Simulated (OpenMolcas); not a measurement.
In: the spin-orbit constant, thermal populations, worked from levels

- Program: OpenMolcas 26.06
- Basis: ANO-RCC-VTZP [7s6p4d2f1g]
- Scalar Hamiltonian: DKH2, point nucleus
- Active space: 3 electrons in 9 orbitals (RAS2 5s 5p; RAS3 5d, at most 2 electrons)
- State averaging: 2S+1 = 4 odd, 1 root (0 in the spin-orbit step); 2S+1 = 2 odd, 3 roots; 2S+1 = 4 even, 3 roots; 2S+1 = 2 even, 5 roots
- Spin-orbit coupling: RASSI with atomic mean-field integrals over the reference wave functions, term energies averaged over their components

Methods: RASSCF; SS-RASPT2, IPEA 0.25 Eh, imaginary shift 0.1 Eh (closed shells correlated: 4d). Measured levels: NIST Handbook of Basic Atomic Spectroscopic Data.

**The spin-orbit constant.** For the Hund term ²P° of p1, E(J) = (A/2) J(J+1) + constant and ζ = 2S·A = A. From J = 1/2 to J = 3/2 the energy changes by 1.5 A.

```csv
Source,E(3/2) - E(1/2),A,ζ
RASSCF,2146.0,1430.7,1431
SS-RASPT2,2146.0,1430.7,1431
measured,2212.6,1475.1,1475
```

All in cm-1. SS-RASPT2 is off by -3.0 % and RASSCF by -3.0 %. Both methods take the spin-orbit matrix elements from the reference wave functions, so the second can move ζ only through the term energies and any multistate remixing.

**Thermal populations.** Z = Σ (2J + 1) exp(-E/kT) with k = 0.695035 cm-1/K, over the levels below. No other level of either list lies under 24300 cm-1, which is above 7 kT at each temperature.

| Level | 2J + 1 | SS-RASPT2 | measured |
| --- | --- | --- | --- |
| 5s² 5p ²P°_1/2 | 2 | 0.0 | 0.0 |
| 5s² 5p ²P°_3/2 | 4 | 2150 | 2213 |

| T (K) | Z, SS-RASPT2 | Z, measured levels | Ground level (%), SS-RASPT2 | Ground level (%), measured levels |
| --- | --- | --- | --- | --- |
| 2000 | 2.852 | 2.814 | 70.1 | 71.1 |
| 3000 | 3.426 | 3.384 | 58.4 | 59.1 |
| 5000 | 4.155 | 4.116 | 48.1 | 48.6 |

At 5000 K, kT = 3475 cm-1, and the computed levels give Z = 2.000 + 2.155 = 4.155.

Some high roots are left out of the spin-orbit mixing, which shifts the levels that they would mix with. Active for correlation alone: 5d; no level in the range computed is led by a configuration that fills it, so any true level of that kind is missing. Without dynamic correlation excited terms often stand tens of per cent too high (terms of higher spin than the ground term too low), and those without a measured partner can miss by more than the paired ones (holds for RASSCF). Computed and measured levels are paired by configuration, term and J; levels that our copy of the source lacks, or whose pairing is in doubt (as where it misses far off the trend of its configuration), stay unpaired and out of the deviations. Levels of configurations outside the active space are missing.

° marks odd parity.
